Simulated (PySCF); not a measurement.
**Radial density of As (arsenic, neutral)**

UHF, [Ar] 3d10 4s2 4p3, high-spin 4S determinant. Calculation: PySCF 2.14, in x2c-TZVPall (6s5p4d1f, 48 functions); the spin-free X2C one-electron Hamiltonian (Gaussian nucleus).

| r (bohr) | 4πr²ρ (e/bohr) | 4πr²(ρα − ρβ) |
| --- | --- | --- |
| 0.000678 | 0.2389 | 0.0000 |
| 0.00114 | 0.5915 | 0.0000 |
| 0.00192 | 1.458 | -0.0001 |
| 0.00323 | 3.496 | -0.0001 |
| 0.00543 | 7.920 | -0.0002 |
| 0.00913 | 16.38 | -0.0004 |
| 0.0154 | 29.03 | 0.0002 |
| 0.0258 | 39.74 | 0.0045 |
| 0.0435 | 37.93 | 0.0228 |
| 0.0731 | 33.19 | 0.0638 |
| 0.123 | 45.98 | 0.0718 |
| 0.207 | 37.12 | -0.0208 |
| 0.348 | 25.32 | 0.0970 |
| 0.585 | 28.79 | 0.0751 |
| 0.984 | 8.945 | 0.1443 |
| 1.66 | 3.045 | 1.2337 |
| 2.78 | 1.437 | 0.9970 |
| 4.68 | 0.1757 | 0.1570 |
| 7.88 | 0.001039 | 0.0010 |

Densities and radii are taken from the X2C orbitals without a picture-change correction, which distorts them close to the nucleus.

Task: Where is the radial spin density 4πr²(ρα − ρβ) most negative, and why is it negative at all?

Result: Around r = 0.207 bohr, down to -0.0208 e/bohr: exchange with the open shell polarises the paired shells in an unrestricted calculation.
